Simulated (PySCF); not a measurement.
## Shapes and spin states of PtSe₂⁺

Method: PBE0/[Pt def2-SVP with ECP60, Se def2-SVP], scalar-relativistic core potentials, density fitting, no spin–orbit coupling, PySCF.

Relaxations began from a few typed shapes and spin states; open shells are unrestricted. The search is not exhaustive: other isomers or separated fragments can lie lower, and high-lying points may rest on an excited occupation.

Order these stationary points by electronic energy, lowest first, in kJ/mol from the lowest minimum.
A. broken-symmetry Ms = 1/2 (⟨S²⟩ 1.47) C∞v: Pt–Se 2.239 Å, Pt–Se 2.312 Å; Se–Pt–Se 180.0°
B. quartet C2v: Pt–Se 2.251 Å (×2); Se–Pt–Se 109.6°
C. broken-symmetry Ms = 1/2 (⟨S²⟩ 1.71) C2v: Pt–Se 2.236 Å (×2); Se–Pt–Se 113.4°
D. sextet D∞h: Pt–Se 2.409 Å (×2); Se–Pt–Se 180.0°

B (0.0), C (3.8), D (78.9), A (96.3).

Which of them are minima?

By energy in kJ/mol, 0.0: minimum; 3.8: minimum; 78.9: minimum; 96.3: saddle point, 2 imaginary modes.

Formally Pt is in oxidation state +5, d5, with 3 unpaired electrons (the high-spin count would be 5). The Mulliken spin on Pt is 0.43, so most of the spin sits on the ligands and the formal count fails. The polar-tensor charge on Pt, 0.38, is far below the formal one.

For the lowest minimum: with open d or f shells other occupations or spin states may lie lower. With an element this heavy the missing spin–orbit coupling can shift these numbers.

The electron or spin density has lower symmetry than the nuclear frame for the broken-symmetry Ms = 1/2 (⟨S²⟩ 1.71) C2v at 3.8 kJ/mol, broken-symmetry Ms = 1/2 (⟨S²⟩ 1.47) C∞v at 96.3 kJ/mol.
